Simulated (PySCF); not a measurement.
Species: C₇H₁₁ClO.
SMILES with atom numbers: `[CH3:1][CH2:2][C:3]([C:4](=[O:5])[Cl:6])=[C:7]([CH3:8])[CH3:9]` (hydrogens: H10, H11, H12 on C1; H13, H14 on C2; H15, H16, H17 on C8; H18, H19, H20 on C9)

Method used: PySCF 2.14.0, PBE0-D3(BJ)/def2-SVP geometry optimisation, gas phase.

Question: List the bond lengths, angles and torsions at this level.

Answer: 
```tsv
bond	length (pm)
C1–C2	152.6
C2–C3	151.0
C3–C4	147.6
C4=O5	119.0
C4–Cl6	181.4
C3=C7	136.5
C7–C8	149.7
C7–C9	150.1
C1–H10, C1–H11, C1–H12	110.1
C2–H13, C2–H14	109.9
C8–H15, C8–H16, C8–H17	110.0
C9–H18, C9–H19, C9–H20	110.0
```

Bonds in one row agree within 1 pm and their mean is given. A selection of angles:
```tsv
angle	degrees
C1–C2–C3	113.7
C2–C3–C4	119.5
C2–C3–C7	123.0
C4–C3–C7	117.5
C3–C4–O5	128.3
C3–C4–Cl6	114.1
O5–C4–Cl6	117.6
C3–C7–C8	121.7
C3–C7–C9	124.7
C8–C7–C9	113.6
```

Dihedral angles: C1–C2–C3–C4 92° (anticlinal); C2–C3–C4–O5 168° (antiperiplanar); C2–C3–C7–C8 0° (synperiplanar). The mirror-image conformer, all signs reversed, is as good.

The 6 C–C bonds span 1.365 Å (C3=C7, drawn double) to 1.526 Å (C1–C2, drawn single), a spread of 0.161 Å. Of the pairs four or more bonds apart, H14···H17 is among the closest relative to their van der Waals radii: 1.97 Å, 82 % of the sum of Bondi's values.

Point group: C1 (no symmetry element, even within 0.4 Å). Not checked by PBE0-D3(BJ)/def2-SVP frequencies. The numbers are those of one conformer.

Time: 11 min; peak memory 0.91 GiB. Hardware: an Arm Neoverse V2 with one thread, no GPU, shared host with 96 logical CPUs at a one-minute load of 86. That covers the optimisation of the geometry.
